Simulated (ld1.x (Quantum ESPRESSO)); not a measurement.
The numbers below are computed, except where a source is named.
Pseudopotentials across the periodic table

Generated with ld1.x 7.5 (TM, RRKJ, ultrasoft, PAW), atompaw 4.2 or ONCVPSP 4.0.1. The cutoff is in Ry: for ld1.x and atompaw files where the sum of valence levels is converged to 10 mRy in a Bessel basis, for ONCV files where the hardest occupied wave has 1 mHa per electron of residual kinetic energy. The error is the largest all-electron minus pseudo excitation energy over each file’s own four to seven test configurations (ionisations up to +4, promotions, holes and added fractions of an electron), all of which were solved. The labels leave out finer settings (local radius, basis sizes, second energies), which also bear on the numbers. Spin-polarised tests are not counted. The rows are a selection from randomly drawn settings: files with unsolved tests, undetermined cutoffs or missed reference levels are left out.

A true bound ghost makes a file unfit for plane-wave use even where its test errors are small: the radial tests pick states by their node count and pass the ghost by.

| element | potential | cutoff (Ry) | largest error (meV) | bound ghosts |
| --- | --- | --- | --- | --- |
| He | RRKJ, LDA (PZ), scalar-relativistic, rc 0.55/0.55 (sp), local smoothed, core correction no, reference 1s2 | 160 | +3.3 | none |
| S | RRKJ, PBE, scalar-relativistic, rc 1.20/1.45/1.30 (spd), local p, core correction yes, reference 3s2 3p4 | 40 | +73 | none |
| Fe | PAW, PBE, scalar-relativistic, rc 1.25/1.45/1.55 (spd), local smoothed, core correction yes, reference 3s2 3p6 3d6 4s2 4p0 | 55 | -27 | none |
| Rh | PAW, PBE, scalar-relativistic, rc 1.70/1.65/1.95 (spd), local smoothed, core correction yes, reference 4s2 4p6 4d9 5s0 5p0 | 35 | +412 | none |
| Te | TM, revPBE, scalar-relativistic, rc 1.60/1.95 (sp), local s, core correction yes, reference 5s2 5p4 | 30 | -81 | none |
| Ta | TM, PBE, scalar-relativistic, rc 2.25/2.80/2.80 (spd), local s, core correction no, reference 5d3 6s1 6p1 | 21 | +83 | none |
| Ta | ultrasoft, PBE, scalar-relativistic, rc 2.95/3.95/2.95 (spd), local smoothed, core correction no, reference 5d3 6s1.5 6p0 | 10 | +110 | none |

Fill in the row for Ni: TM, LDA (PZ), non-relativistic, rc 1.45/0.70/1.65 (spd), local p, core correction no, reference 3p6 3d8 4s0 4p0.

cutoff 180 Ry, largest error +30 meV, bound ghosts: s.
